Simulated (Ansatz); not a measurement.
Energy needed to pull apart GeH₃ (SMILES [GeH3]), doublet, into free ground-state atoms, from the structure below (displaced at random from a GFN2-xTB minimum); no zero-point or spin–orbit terms; open-shell atoms are treated unrestricted, in their ground-state multiplicity.

Ge1  (0.306, -0.172, -0.350)
H2  (0.968, 0.107, 1.025)
H3  (-0.880, -1.089, 0.027)
H4  (-0.431, 1.149, -0.713)
(Å)

Computed with Ansatz 0.2.0 (basis: def2-TZVPP); correlated methods freeze the cores; orbitals are unrestricted. Filled d shells of the heavier atoms are correlated. The def2 sets are not built for correlating such inner shells, so the correlated values are less sure here.

```json
{"method": "PBE-D4", "atomization energy (kJ/mol)": "835"}
{"method": "r2SCAN-D4", "atomization energy (kJ/mol)": "862"}
{"method": "PBE0-D4", "atomization energy (kJ/mol)": "?"}
{"method": "LC-wPBE", "atomization energy (kJ/mol)": "839"}
{"method": "wB97X-V", "atomization energy (kJ/mol)": "859"}
{"method": "wB97M-V", "atomization energy (kJ/mol)": "?"}
{"method": "HF", "atomization energy (kJ/mol)": "638"}
{"method": "MP2", "atomization energy (kJ/mol)": "817"}
{"method": "CCSD", "atomization energy (kJ/mol)": "844"}
{"method": "CCSD(T)", "atomization energy (kJ/mol)": "848"}
```

What does PBE0-D4 give? (Judge from chemistry; the value comes from the calculation.)

By the calculation: 836 kJ/mol, which is about 12 kJ/mol less than CCSD(T)/def2-TZVPP.

What does wB97M-V give? (Judge from chemistry; the value comes from the calculation.)

By the calculation: 846 kJ/mol, which is about 2 kJ/mol less than CCSD(T)/def2-TZVPP.

In triple zeta the MP2 and coupled-cluster atomization energies are still short of their basis limit by a few kcal/mol a bond, whereas those of the functionals are nearly converged, so these differences are not deviations from converged CCSD(T).

No T1 diagnostic of these runs exceeds 0.013. ⟨S²⟩ of the unrestricted Hartree–Fock references: 0.75 (a pure state has 0.75).

For scale, one of the runs: CCSD(T)/def2-TZVPP forces, 90 basis functions (an equivalent command: `ansatz run in.yaml --threads 4`). The run took 9.5 s on 4 CPU threads (shared host), with 0.72 GiB of host memory at its peak.
